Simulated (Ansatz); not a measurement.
Cartesian coordinates in Å:
```
C 1.481 -1.711 1.381
C 1.127 -0.744 0.754
B 0.729 0.500 -0.033
N -0.535 0.643 -0.513
C -1.682 0.789 -0.955
H 1.791 -2.567 1.935
H 1.511 1.379 -0.252
H -2.464 1.277 -0.365
H -1.959 0.434 -1.953
```

Total charge 0; spin multiplicity 1.

(1) List the ωB97M-V/def2-TZVPP orbital energies in eV (Ansatz 0.2.0). (Estimate.)

Answers

(1) Ansatz gave: Occupied: -395.37, -283.52, -281.32, -280.93, -187.97, -28.82, -23.52, -21.57, -18.25, -17.32, -16.30, -15.38, -14.33, -11.56, -11.18, -10.14, -9.71. Lowest empty: 1.12, 1.22, 2.57, 3.25, 3.48, 3.65, 3.85, 3.87.
